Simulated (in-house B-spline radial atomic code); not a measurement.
## RPA and G0W0 on PBEsol: Tc7+

Configuration [Ar] 3d10 4s2 4p6, mean-field start PBEsol. Computed with a B-spline radial code for spherical atoms: all electrons, non-relativistic, point nucleus, each spin shell either full or empty, empty states to l = 9 with an (l + 1/2)⁻⁴ tail; G0W0 by contour deformation at full frequency.

Without relativity these are model numbers: it shifts the levels of so heavy an element strongly and can reorder them.

Command:
```bash
python run_gw.py task.json out
```
Settings (radii: box in bohr, nucleus in fm):
```
Z                        43
electrons                36
configuration            [Ar] 3d10 4s2 4p6
hamiltonian              nr
method                   pbesol
lmax                     9
spin_polarised           False
box_radius               8.41
intervals                50
```

Run time, properties included: 2.5 s on 1 thread of Arm Neoverse N1, with other jobs on the host.

Energies (hartree):

```csv
term,value
mean-field total,-4192.60720
Hartree-Fock functional on these orbitals,-4193.41204
direct second order,-3.0892
second-order exchange,0.88185
SOSEX correction,0.82376
```

Q: What is the RPA correlation energy, and what remains with SOSEX?

A: RPA gives -2.753 hartree (-2.08 eV per electron); RPA + SOSEX gives -1.9292, and the second-order doubles -2.2074 hartree (no singles). SOSEX takes back 30 % of the RPA value.

Quasi-particle levels (eV):

| level | occupied | mean field | Σx - vxc | Σc | QP weight | G0W0 |
| --- | --- | --- | --- | --- | --- | --- |
| 4p | yes | -141.42 | -9.39 | ? | ? | ? |
| 3d | yes | -360.44 | -30.65 | 7.32 | 0.919 | -383.77 |
| 4d | no | -98.02 | 10.51 | -2.63 | 0.968 | -90.14 |

G0W0 = mean field + (Σx - vxc) + Σc, with Σc (partial-wave tail included) taken at the quasi-particle energy. Only the outer levels were computed. Levels of low weight are left out.

Q: Where does G0W0 put 4p?

A: At -151.53 eV, with Σc = -0.72 eV and a quasi-particle weight of 0.958. The tabulated removal energy is 150 ± 2.1 eV (NIST, tabulated theory); the calculation leaves out relativity, Breit and QED terms, and what these don't explain is the method's own error.
